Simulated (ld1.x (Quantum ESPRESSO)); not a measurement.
What one change does to a pseudopotential (gallium, RRKJ)

gallium, norm-conserving RRKJ (Kleinman–Bylander form), made with ld1.x (Quantum ESPRESSO) 7.5 (PBEsol, non-relativistic). Core [Ne] 3s2, reference 3p6 3d10 4s2 4p1. Waves: 4s (bound): rc 1.80 bohr; 3p (bound): rc 0.60 bohr; 3d (bound): rc 1.10 bohr. Local part: the d channel. Core correction: none. rho0 = 0.01.

Occupied shells without a wave of their own: 4p. They enter only through the test configuration that unscreens the potential.

Change: wave 3d (bound): rc 1.10 bohr becomes 3d (bound): rc 1.00 bohr.

Cutoffs: the cutoffs (Ry, on a coarse ladder) from which the occupation-weighted sum of valence levels, in a spherical-Bessel basis at the reference potential, stays within 10 and 1 mRy of its value at 400 Ry; they do not see the model core or the augmentation charge, which bear on the density cutoff. Errors are all-electron minus pseudo energies relative to the spin-unpolarised reference configuration.

Q: How do hardness, ghosts and transferability respond?

A: Both files keep a bound ghost (s); of the 7 tests that both files solve, the error grows in 0 and shrinks in 7 by more than 15 % and 0.3 meV (median size 288.5 → 169.4 meV). Less of the atom is replaced, so other configurations are described better.

| quantity | base | changed |
| --- | --- | --- |
| cutoff, loose | over 300 Ry | over 300 Ry |
| cutoff, tight | over 300 Ry | over 300 Ry |
| loose cutoff by channel (10 mRy a level) | s 25 Ry, p 300 Ry, d 180 Ry | s 30 Ry, p 300 Ry, d 200 Ry |
| bound ghosts | s | s |
| largest miss of a reference level, eV | 0.13 | 0.07 |
| error for 3p6 3d10 4s2 4p0, meV [ΔE 5.72 eV] | +213 | +119 |
| error for 3p6 3d10 4s1 4p0, meV [ΔE 26.48 eV] | +334 | +187 |
| error for 3p6 3d10 4s0 4p0, meV [ΔE 57.07 eV] | +446 | +236 |
| error for 3p6 3d10 4s1 4p2, meV [ΔE 6.26 eV] | -161 | -91 |
| error for 3p6 3d10 4s0 4p3, meV [ΔE 12.78 eV] | -373 | -216 |
| error for 3p6 3d10 4s2 4p1.3, meV [ΔE -0.54 eV] | -33 | -19 |
| error for 3p6 3d9 4s2 4p2, meV [ΔE 20.98 eV] | -288 | -169 |
| s: phases at 1.96 bohr within 0.05 rad from the reference energy up to (Ry; the scan ends near 5) | 2.4 | 2.0 |
| p: phases at 1.96 bohr within 0.05 rad from the reference energy up to (Ry; the scan ends near 5) | -0.2 | 0.2 |
| d: phases at 1.96 bohr within 0.05 rad from the reference energy up to (Ry; the scan ends near 5) | 1.8 | 2.1 |

Base: The 4p level has no wave, so the channel is fitted at the deeper level alone: the likely source of the large errors. Changed file: The 4p level has no wave, so the channel is fitted at the deeper level alone: the likely source of the large errors. A true bound ghost makes a file unfit for plane-wave use even where its test errors are small: the radial tests pick states by their node count and pass the ghost by.
